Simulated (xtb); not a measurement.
C3H5O, doublet, at a GFN2-xTB geometry; GFN2-xTB with ALPB(dmf) (xtb 6.7.1).

xtb was given this input:
```
$ xtb mol.xyz --gfn 2 --uhf 1 --alpb dmf --json

# file mol.xyz
9

C     -1.74415870    -0.09615489    -0.20113188
C     -0.28119385    -0.45077827    -0.44746320
C      0.66303993     0.42069438     0.29960162
O      1.82804539     0.32539415     0.52553050
H     -2.39069958    -0.73833031    -0.79414626
H     -1.99575719    -0.22775348     0.84805044
H     -1.93669820     0.93789827    -0.47435288
H     -0.08975183    -1.49732586    -0.18280424
H     -0.03758054    -0.32020926    -1.50703030
```

What the program printed (banner, timings and long lists left out):

```
   ID    Z sym.   atoms
    1    6 C      1-3
    2    8 O      4
    3    1 H      5-9

           -------------------------------------------------
          |                Calculation Setup                |
           -------------------------------------------------

           -------------------------------------------------
          |                 G F N 2 - x T B                 |
           -------------------------------------------------

      * Solvation model:               ALPB
        Solvent                        dmf
        Parameter file                 internal GFN2-xTB/ALPB
        Dielectric constant                3.7000E+01
        Reference state                gsolv [1 M gas/solution]
        Free energy shift                  6.0086E-03 Eh       3.7705E+00 kcal/mol
        Temperature                        2.9815E+02 K
        Density                            9.5000E-01 kg/L
        Solvent mass                       7.3100E+01 g/mol
        Interaction kernel             P16
        Born radius scaling (c1)           1.8540E+00
        Born radii integrator          GBOBC
        Born offset                        0.0000E+00 a0       0.0000E+00 AA
        H-bond correction              true
        Ion screening                  false
        Surface tension                    1.0000E-05 Eh       1.5569E+01 dyn/cm
        Grid points                               230 per atom

          ...................................................
          :                      SETUP                      :
          :.................................................:
          :  # basis functions                  21          :
          :  # atomic orbitals                  21          :
          :  # shells                           13          :
          :  # electrons                        23          :
          :  max. iterations                   250          :
          :  Hamiltonian                  GFN2-xTB          :
          :  restarted?                      false          :
          :  GBSA solvation                   true          :
          :  PC potential                    false          :
          :  electronic temp.          300.0000000     K    :
          :  accuracy                    1.0000000          :
          :  -> integral cutoff          0.2500000E+02      :
          :  -> integral neglect         0.1000000E-07      :
          :  -> SCF convergence          0.1000000E-05 Eh   :
          :  -> wf. convergence          0.1000000E-03 e    :
          :  Broyden damping             0.4000000          :
          :  net charge                          0          :
          :  unpaired electrons                  1          :
          ...................................................

 iter      E             dE          RMSdq      gap      omega  full diag
   1    -13.0925437 -0.130925E+02  0.420E+00    1.49       0.0  T
   2    -13.1055151 -0.129714E-01  0.218E+00    1.42       1.0  T
   3    -13.1043683  0.114676E-02  0.127E+00    1.43       1.0  T
   4    -13.1082333 -0.386494E-02  0.147E-01    1.39       1.0  T
   5    -13.1083047 -0.713909E-04  0.817E-02    1.39       1.0  T
   6    -13.1083114 -0.668827E-05  0.180E-02    1.39       1.9  T
   7    -13.1083117 -0.294168E-06  0.843E-03    1.39       4.0  T
   8    -13.1083117 -0.748446E-07  0.130E-03    1.39      25.6  T
   9    -13.1083117 -0.117716E-09  0.598E-04    1.39      55.7  T
  10    -13.1083117 -0.100197E-08  0.726E-05    1.39     458.8  T

   *** convergence criteria satisfied after 10 iterations ***

         :::::::::::::::::::::::::::::::::::::::::::::::::::::
         ::                     SUMMARY                     ::
         :::::::::::::::::::::::::::::::::::::::::::::::::::::
         :: total energy             -12.949947447937 Eh    ::
         :: total w/o Gsasa/hb       -12.943125917351 Eh    ::
         :: gradient norm              0.010276807364 Eh/a0 ::
[...]
         5        2.0000           -0.5531997             -15.0533
         6        2.0000           -0.5387770             -14.6609
         7        2.0000           -0.5235035             -14.2453
         8        2.0000           -0.5065267             -13.7833
         9        2.0000           -0.4713553             -12.8262
        10        2.0000           -0.4592820             -12.4977
        11        2.0000           -0.4492139             -12.2237
        12        1.0000           -0.3033178              -8.2537 (HOMO)
        13                         -0.2521685              -6.8619 (LUMO)
        14                          0.0984749               2.6796
        15                          0.1307652               3.5583
        16                          0.1536795               4.1818
        17                          0.1774969               4.8299
        18                          0.1973960               5.3714
        19                          0.2563543               6.9758
        20                          0.2709623               7.3733
        21                          0.6609485              17.9853
      -------------------------------------------------------------
                  HL-Gap            0.0511493 Eh            1.3918 eV
             Fermi-level           -0.3270045 Eh           -8.8982 eV

     #   Z          covCN         q      C6AA      α(0)
     1   6 C        3.753    -0.122    22.897     6.823
     2   6 C        3.801    -0.065    21.740     6.638
     3   6 C        1.836     0.129    27.985     8.546
     4   8 O        0.856    -0.286    19.528     5.925
     5   1 H        0.925     0.057     2.235     2.338
     6   1 H        0.925     0.054     2.267     2.355
     7   1 H        0.925     0.058     2.219     2.329
     8   1 H        0.924     0.081     1.969     2.194
     9   1 H        0.924     0.092     1.856     2.130

 Mol. C6AA /au·bohr⁶  :        693.823237
 Mol. C8AA /au·bohr⁸  :      15380.283778
 Mol. α(0) /au        :         39.279478

Wiberg/Mayer (AO) data.
largest (>0.10) Wiberg bond orders for each atom

 ---------------------------------------------------------------------------
     #   Z sym  total        # sym  WBO       # sym  WBO       # sym  WBO
 ---------------------------------------------------------------------------
     1   6 C    3.991 --     2 C    1.013     6 H    0.987     7 H    0.986
                             5 H    0.985
     2   6 C    3.986 --     3 C    1.053     1 C    1.013     8 H    0.935
                             9 H    0.926
     3   6 C    3.271 --     4 O    2.140     2 C    1.053
     4   8 O    2.259 --     3 C    2.140
     5   1 H    0.997 --     1 C    0.985
     6   1 H    0.997 --     1 C    0.987
     7   1 H    0.997 --     1 C    0.986
     8   1 H    0.993 --     2 C    0.935
     9   1 H    0.991 --     2 C    0.926
 ---------------------------------------------------------------------------

Topologies differ in total number of bonds
Writing topology from bond orders to xtbtopo.mol

molecular dipole:
                 x           y           z       tot (Debye)
 q only:       -1.085      -0.280      -0.452
   full:       -1.042      -0.439      -0.548       3.194
molecular quadrupole (traceless):
                xx          xy          yy          xz          yz          zz
 q only:       -2.672      -0.703       1.440      -1.197       0.085       1.231
  q+dip:       -3.935      -0.789       2.003      -1.425      -0.190       1.932
   full:       -4.163      -0.795       1.896      -1.774      -0.545       2.267

           -------------------------------------------------
          | TOTAL ENERGY              -12.949947447937 Eh   |
          | GRADIENT NORM               0.010276807364 Eh/α |
          | HOMO-LUMO GAP               1.391843309145 eV   |
           -------------------------------------------------

normal termination of xtb
```
